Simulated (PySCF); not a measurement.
One formula, C6H13As, several structures.

PySCF, PBE0/def2-SVPD, density fitting, gas phase; each molecule at its own PBE0-D3(BJ)/def2-SVP geometry, one conformer. Singlet excitations by full TDDFT with frozen cores, triplets by Tamm–Dancoff TDDFT and ionisation energies by ΔSCF, from the lowest of the holes tried. 

Torsions of the conformers computed, which needn't be the lowest (atom-mapped SMILES):
- `[CH2:1]=[CH:2][CH2:3][CH2:4][As:5]([CH3:6])[CH3:7]`: C1–C2–C3–C4 -112°, C2–C3–C4–As5 -60°, C3–C4–As5–C6 95°
- `[CH3:1][CH2:2][CH2:3]/[CH:4]=[CH:5]\[CH2:6][AsH2:7]`: C1–C2–C3–C4 178°, C2–C3–C4–C5 111°, C4–C5–C6–As7 -87°, H–As7–C6–C5 -157°, H–As7–C6–C5 -65°
- `[CH2:1]=[CH:2][CH2:3][C@@H:4]([AsH2:5])[CH2:6][CH3:7]`: C1–C2–C3–C4 115°, C2–C3–C4–As5 62°, C3–C4–C6–C7 65°, H–As5–C4–C3 80°, H–As5–C4–C3 172°
- `[CH3:1]/[CH:2]=[CH:3]/[CH2:4][As:5]([CH3:6])[CH3:7]`: C2–C3–C4–As5 -107°, C3–C4–As5–C6 73°
- `[CH3:1][CH2:2][CH2:3]/[CH:4]=[CH:5]/[CH2:6][AsH2:7]`: C1–C2–C3–C4 179°, C2–C3–C4–C5 118°, C4–C5–C6–As7 110°, H–As7–C6–C5 -77°, H–As7–C6–C5 -170°

The conformers of `[AsH2]CC1CCCC1` aren't listed.

Reference: `[AsH2]CC1CCCC1`, with HOMO energy -7.05 eV, LUMO energy 0.32 eV, lowest singlet excitation 6.24 eV, lowest triplet excitation 5.37 eV, mean polarisability 101.1 au and vertical ionisation energy 9.07 eV.

Changes against it:

```csv
molecule,Δ electronic energy (kcal/mol),Δ HOMO energy (eV),Δ LUMO energy (eV),Δ lowest singlet excitation (eV),Δ lowest triplet excitation (eV),Δ mean polarisability (au),Δ vertical ionisation energy (eV)
C=CC[C@@H]([AsH2])CC,+21.6,+0.01,-0.26,-0.19,-1.06,+6.8,-0.11
C/C=C/C[As](C)C,+10.9,+0.69,-0.04,-0.59,-1.29,+9.8,-1.00
CCC/C=C/C[AsH2],+15.9,+0.28,-0.31,-0.32,-1.29,+10.8,-0.58
```

Rows whose labels were lost:

```
row  Δ electronic energy (kcal/mol)  Δ HOMO energy (eV)  Δ LUMO energy (eV)  Δ lowest singlet excitation (eV)  Δ lowest triplet excitation (eV)  Δ mean polarisability (au)  Δ vertical ionisation energy (eV)
  P                           +16.7               +0.56               -0.13                             -0.52                             -1.04                        +7.2                              -0.71
  Q                           +16.9               +0.29               -0.36                             -0.36                             -1.34                        +8.5                              -0.57
```

Problem. Which row belongs to which of `C=CCC[As](C)C` and `CCC/C=C\C[AsH2]`?

Solution. P = `C=CCC[As](C)C` and Q = `CCC/C=C\C[AsH2]`. P and Q are told apart most clearly by the lowest triplet excitation (-1.04 against -1.34 eV).
